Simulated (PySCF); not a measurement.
## Co⁺: interval between two levels

Co⁺ [Ar] 3d8 [3F4, M_J = 4] → Co⁺ [Ar] 3d7 4s1 [5F5, M_J = 5], as a difference of total energies. Calculation: PySCF 2.14, in x2c-TZVPall-2c with one added diffuse shell each of s, p, d type (7s8p5d1f, 63 functions); the two-component X2C-1e Hamiltonian. Correlated levels: [Ne] frozen; the 6 highest virtual spinors dropped. "Screened" scales the spin-orbit matrix elements by Boettger's factors to mimic the two-electron term; Breit and QED terms are absent.

```
                    method  interval between two levels (cm⁻¹)
           GHF (spin-free)                              -11897
          GMP2 (spin-free)                              5930.3
 GHF (screened spin-orbit)                              -12005
GMP2 (screened spin-orbit)                              5826.3
```

Errors of the correlated levels include the incompleteness of this basis and the frozen core.

The labels give the starting determinants; with spin-orbit coupling the two ends relaxed to ⟨J²⟩ = 20.01, ⟨L²⟩ = 12.01, ⟨S²⟩ = 2.01 and ⟨J²⟩ = 30.01, ⟨L²⟩ = 12.02, ⟨S²⟩ = 6.00.

For comparison: 3350.5 cm⁻¹ (measured; NIST Handbook of Basic Atomic Spectroscopic Data (Sansonetti and Martin, J. Phys. Chem. Ref. Data 34, 1559 (2005))).
